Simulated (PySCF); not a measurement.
Vertical excitations of a molecule C8H8 from TDA-PBE/def2-SVPD (PySCF), as energy in eV (oscillator strength): 3.35 (0.151), 4.25 (0.007), 4.57 (0.004), 5.15 (0.005), 5.25 (0.005), 5.57 (0.051). Lowest triplet (TDA): 1.58 eV. Geometry: ωB97X-D3(BJ)/def2-SVP. One conformer was computed; it need not be the lowest.

Q: Identify the compound among the candidates.
A. C=C=CC#C/C=C\C
B. C#C/C(C#CC)=C\C
C. C#CC1(C)C=CC=C1
D. C=c1ccccc1=C

A: D, C=c1ccccc1=C
